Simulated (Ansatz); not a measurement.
Consider the isomerisation: `[NH2][GeH]1[CH2][SiH2]1` → `N=[C]([SiH3])[GeH3]`.

Computed with Ansatz on PBE0-D4/def2-TZVP structures; ΔE is electronic, products minus reactants. CCSD(T)/CBS adds triple-zeta CCSD(T) − MP2 to the extrapolated MP2 energy (def2 sets, frozen cores). DFT in def2-TZVPP. B3LYP here is the variant with VWN-RPA as its local correlation; programs differ in this. For Ge outer-core shells are correlated without core-valence functions, which leaves a few kJ/mol of doubt a bond. Scalar relativity is left out up to krypton. Each species was taken in one conformer, which may not be the lowest.

`[NH2][GeH]1[CH2][SiH2]1`:

Cartesian coordinates in Å:
```
N 1.307 0.481 -1.539
Ge 0.654 -0.555 -0.166
C -0.293 0.563 1.191
Si -1.597 -0.445 0.274
H 1.261 0.027 -2.440
H 2.254 0.804 -1.391
H 1.598 -1.617 0.425
H -0.269 1.631 0.986
H -0.118 0.341 2.241
H -2.275 -1.518 1.040
H -2.523 0.288 -0.621
```

`N=[C]([SiH3])[GeH3]`:

```xyz
11

N    -1.033    1.179   -0.979
C    -0.341    0.322   -0.342
Si   -0.405   -1.470   -0.950
Ge    0.773    0.810    1.229
H    -0.944    2.124   -0.591
H     0.975   -1.897   -1.307
H    -1.311   -1.592   -2.117
H    -0.868   -2.333    0.170
H     0.604    2.329    1.422
H     0.301    0.059    2.485
H     2.251    0.467    0.978
```

```json
{"level": "r2SCAN-D4", "ΔE (kJ/mol)": "69.5"}
{"level": "B3LYP-D4", "ΔE (kJ/mol)": "46.1"}
{"level": "ωB97X-V", "ΔE (kJ/mol)": "59.6"}
{"level": "PBE", "ΔE (kJ/mol)": "67.3"}
{"level": "r2SCAN", "ΔE (kJ/mol)": "69.7"}
{"level": "PBE0", "ΔE (kJ/mol)": "75.9"}
{"level": "HF/CBS(def2)", "ΔE (kJ/mol)": "26.6"}
{"level": "MP2/CBS(def2)", "ΔE (kJ/mol)": "80.1"}
```

Q: What does CCSD(T)/CBS give? (Estimate.)

A: The calculation gave: +64.1 kJ/mol. The listed levels differ from it by 5.4, -18.0, -4.5, 3.2, 5.6, 11.8, -37.5, 16.0 kJ/mol.

Largest T1 diagnostic among the species: 0.013.

From PBE to PBE0 (25 % exact exchange), in def2-TZVPP and without D4, ΔE moves by +8.6 kJ/mol. In def2-TZVPP, CCSD(T) changes the Hartree–Fock value by +27.5 kJ/mol (the triples alone add +0.6 kJ/mol) and MP2 by +43.6 kJ/mol.

CCSD(T)/CBS has its own doubt, a few kJ/mol and more with outer-core shells, so smaller differences from it don't rank the levels.
